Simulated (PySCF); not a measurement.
# Electron correlation in Pm⁵¹⁺ (promethium, charge +51)

Starting occupation: [Ne]. Computed with PySCF 2.14 in an even-tempered Gaussian basis (17 s from 7.4 bohr⁻², ratio 2.6; 13 p from 9.6 bohr⁻², ratio 2.6; 6 d from 9.9 bohr⁻², ratio 2.8; 3 f from 220 bohr⁻², ratio 2.8), with X2C-1e with screened-nucleus spin-orbit coupling, Gaussian nucleus. Frozen: 1s2; 8 electrons correlated; the 48 highest virtual spinors left out.

MP2 pair energies summed by pair of shells (mhartree):

```
       pair   energy  share (%)
2p1/2-2p3/2  -103.77       33.3
2p3/2-2p3/2   -97.67       31.3
2p3/2-2s1/2   -48.42       15.5
2p1/2-2s1/2   -25.36        8.1
2p1/2-2p1/2   -24.00        7.7
2s1/2-2s1/2   -12.76        4.1
```

Total MP2 correlation energy: -311.98 mhartree.

The virtual space was cut to 44 spinors, which keep -240.71 of the -311.98 mhartree of MP2 correlation.

```json
{"level": "CCSD", "correlation energy (mhartree)": "-241.57"}
{"level": "(T)", "correlation energy (mhartree)": "-0.02"}
{"level": "CCSD(T)", "correlation energy (mhartree)": "-241.59"}
```

Diagnostics: T1 = 2.9e-05, largest double amplitude 0.002.

Cost of the coupled-cluster step: about 10 core-seconds, for 8 occupied and 44 virtual spinors.

The coupled-cluster values are those of the cut space; adding the MP2 remainder, -71.27 mhartree, estimates the full space.

At this charge the one-electron X2C treatment keeps the bare 1/r₁₂, with no two-electron picture change or Breit term. The effect here is smaller than on the frozen 1s shell.
